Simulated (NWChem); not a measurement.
A series in which one site is exchanged, each optimised at PBE0/def2-SVP with NWChem, gas phase unless a solvent is named. Low-valent species are run as closed-shell singlets; no triplet was tried in these runs. For some, no frequency run checked for a minimum. def2 effective core potentials on I, Pb; no spin-orbit coupling.

A: [Pb]([Br])[Br] (PbBr$_{2}$; site = Br)
B: [Pb]([I])[Br] (PbIBr; site = I)
C: [PbH][Br] (PbHBr; site = H)
D: [F][Pb][Br] (PbBrF; site = F)

Values for A:

- dipole (D), PBE0/def2-SVP: 4.30
- orbital gap (eV), PBE0/def2-SVP: 4.50
- vertical ionisation energy, ΔSCF, B3LYP/def2-SVP (eV): 9.62
- static polarisability, B3LYP/def2-SVPD (bohr³): 93.3

Question: How do these values change for the other members?

Answer: 
```csv
change from A,B,C,D
"dipole (D), PBE0/def2-SVP",-0.18,-0.58,+0.26
"orbital gap (eV), PBE0/def2-SVP",-0.46,-0.62,+0.40
"vertical ionisation energy, ΔSCF, B3LYP/def2-SVP (eV)",-0.39,-0.60,+0.49
"static polarisability, B3LYP/def2-SVPD (bohr³)",+17.3,-21.9,-28.0
```
